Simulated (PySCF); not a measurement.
# EPR parameters of C5H8NSi2

Species: C5H8NSi2 (doublet state).
Numbering: `[N:1]#[C:2][C:3]#[C:4][SiH2:5][CH2:6][CH2:7][SiH2:8]` (hydrogens: H9, H10 on Si5; H11, H12 on C6; H13, H14 on C7; H15, H16 on Si8)

Geometry (GFN2-xTB, Å), atoms numbered from 1 in this order:
```xyz
16
C5H8NSi2 angstrom
N     -0.5585    4.4002   -2.3362
C     -0.2247    3.3187   -2.1169
C      0.1658    2.0438   -1.8590
C      0.4881    0.9087   -1.5589
Si     1.0450   -0.8401   -1.3169
C     -0.2500   -1.7159   -0.2318
C     -0.2795   -1.2491    1.2300
Si    -0.7252    0.5828    1.4334
H      1.1101   -1.4833   -2.6328
H      2.3520   -0.7973   -0.6528
H     -0.0595   -2.7933   -0.2558
H     -1.2418   -1.5772   -0.6702
H      0.6972   -1.4334    1.6844
H     -0.9924   -1.8721    1.7779
H      0.3926    1.5102    1.4324
H     -1.9268    1.0062    0.7338
```

The hyperfine couplings belong to this conformer and change with its torsions.

Method: UKS B3LYP, pcH-1 on C H N Si, non-relativistic, mean-field spin-orbit, GIAO in PySCF. The structure is a single GFN2-xTB conformer in the gas phase; no vibrational or solvent corrections. A GFN2-xTB geometry isn't a minimum of the functional, and hyperfine couplings can be far from their values at a DFT geometry, by a factor of two or more for some ions and for spin on atoms past the first row. Stability of the SCF solution: not tested.

| Property | Result |
| --- | --- |
| g1, g2, g3 | 2.00214, 2.00386, 2.00415 |
| g_iso | 2.00338 |
| Form of g | close to axial: the two nearest values differ by 14 % of g3 − g1 |
| ⟨S²⟩ | 0.7528 (exact 0.7500) |
| α and β electrons | 37, 36 |
| HOMO–LUMO gap, α and β orbitals | 3.23, 5.66 eV |
| Basis functions | 300 |

Isotropic coupling and dipolar principal values T1 to T3, in 10⁻⁴ cm⁻¹; ρ(0) is the spin density at the nucleus (1 × 10⁻⁴ cm⁻¹ = 2.998 MHz):

```json
{"atom": "N1", "isotope": "14N", "a_iso": "0.2", "of which spin–orbit": "0.0", "T1": "-0.4", "T2": "-0.2", "T3": "0.6", "Mulliken spin population": "0.02", "ρ(0) (bohr⁻³)": "0.0017"}
{"atom": "C2", "isotope": "13C", "a_iso": "-1.2", "of which spin–orbit": "0.0", "T1": "-0.3", "T2": "-0.1", "T3": "0.5", "Mulliken spin population": "-0.01", "ρ(0) (bohr⁻³)": "-0.0033"}
{"atom": "C3", "isotope": "13C", "a_iso": "1.9", "of which spin–orbit": "0.0", "T1": "-1.7", "T2": "-1.3", "T3": "2.9", "Mulliken spin population": "0.05", "ρ(0) (bohr⁻³)": "0.0052"}
{"atom": "C4", "isotope": "13C", "a_iso": "1.7", "of which spin–orbit": "0.0", "T1": "-0.9", "T2": "0.1", "T3": "0.8", "Mulliken spin population": "-0.03", "ρ(0) (bohr⁻³)": "0.0044"}
{"atom": "Si5", "isotope": "29Si", "a_iso": "-1.6", "of which spin–orbit": "0.0", "T1": "-0.2", "T2": "0.0", "T3": "0.2", "Mulliken spin population": "0.00", "ρ(0) (bohr⁻³)": "0.0054"}
{"atom": "C6", "isotope": "13C", "a_iso": "14.2", "of which spin–orbit": "0.0", "T1": "-0.8", "T2": "-0.8", "T3": "1.5", "Mulliken spin population": "0.01", "ρ(0) (bohr⁻³)": "0.0378"}
{"atom": "C7", "isotope": "13C", "a_iso": "2.0", "of which spin–orbit": "0.0", "T1": "-0.6", "T2": "-0.5", "T3": "1.2", "Mulliken spin population": "-0.03", "ρ(0) (bohr⁻³)": "0.0054"}
{"atom": "Si8", "isotope": "29Si", "a_iso": "-105.5", "of which spin–orbit": "0.4", "T1": "-61.1", "T2": "30.5", "T3": "30.6", "Mulliken spin population": "1.01", "ρ(0) (bohr⁻³)": "0.3572"}
{"atom": "H9", "isotope": "1H", "a_iso": "-0.6", "of which spin–orbit": "0.0", "T1": "-0.2", "T2": "-0.1", "T3": "0.4", "Mulliken spin population": "0.00", "ρ(0) (bohr⁻³)": "-0.0004"}
{"atom": "H10", "isotope": "1H", "a_iso": "-0.1", "of which spin–orbit": "0.0", "T1": "-0.3", "T2": "-0.3", "T3": "0.6", "Mulliken spin population": "0.00", "ρ(0) (bohr⁻³)": "-0.0001"}
{"atom": "H11", "isotope": "1H", "a_iso": "4.7", "of which spin–orbit": "0.0", "T1": "-0.6", "T2": "-0.3", "T3": "0.9", "Mulliken spin population": "0.01", "ρ(0) (bohr⁻³)": "0.0031"}
{"atom": "H12", "isotope": "1H", "a_iso": "0.0", "of which spin–orbit": "0.0", "T1": "-0.9", "T2": "-0.4", "T3": "1.3", "Mulliken spin population": "0.00", "ρ(0) (bohr⁻³)": "0.0000"}
{"atom": "H13", "isotope": "1H", "a_iso": "-0.2", "of which spin–orbit": "0.0", "T1": "-1.1", "T2": "-0.7", "T3": "1.8", "Mulliken spin population": "0.00", "ρ(0) (bohr⁻³)": "-0.0001"}
{"atom": "H14", "isotope": "1H", "a_iso": "7.0", "of which spin–orbit": "0.0", "T1": "-1.4", "T2": "-0.9", "T3": "2.2", "Mulliken spin population": "0.00", "ρ(0) (bohr⁻³)": "0.0047"}
{"atom": "H15", "isotope": "1H", "a_iso": "1.3", "of which spin–orbit": "0.0", "T1": "-3.8", "T2": "0.8", "T3": "3.0", "Mulliken spin population": "-0.02", "ρ(0) (bohr⁻³)": "0.0009"}
{"atom": "H16", "isotope": "1H", "a_iso": "1.6", "of which spin–orbit": "0.0", "T1": "-3.7", "T2": "0.8", "T3": "3.0", "Mulliken spin population": "-0.02", "ρ(0) (bohr⁻³)": "0.0010"}
```

The largest Mulliken spin population is on Si8 (+1.01). The angles at Si8 add up to 347.7°, so it is slightly pyramidal.

Axes: g3 points within 12° of the Si8–H16 bond.

Under fast tumbling the dipolar parts average out, and these isotropic splittings remain: 2 × 1H (H13/H14, I = 1/2, 3 lines) with 0.36 mT, 2 × 1H (H11/H12, I = 1/2, 3 lines) with 0.25 mT, 2 × 1H (H15/H16, I = 1/2, 3 lines) with 0.15 mT and 2 × 1H (H9/H10, I = 1/2, 3 lines) with 0.04 mT.

Means are taken over nuclei equivalent by connectivity, which assumes that they swap fast. The 1H value of +10.2 MHz is a mean of couplings from -0.5 to 20.9 MHz in this one geometry, not an average over conformers. The 1H value of +7.0 MHz is a mean of couplings from 0.0 to 13.9 MHz in this one geometry, not an average over conformers.

The 13C coupling of C6 (42.5 MHz) shows only in satellite lines or after enrichment, since that isotope makes up about 1.07 % of natural carbon.

The 29Si coupling of Si8 (-316.3 MHz) shows only in satellite lines or after enrichment, since that isotope makes up about 4.7 % of natural silicon.

β density exceeds α density at some nuclei, such as C2 (-0.0033), spin density in bohr⁻³. In a single determinant that takes different orbitals for the two spins, that is spin polarisation.
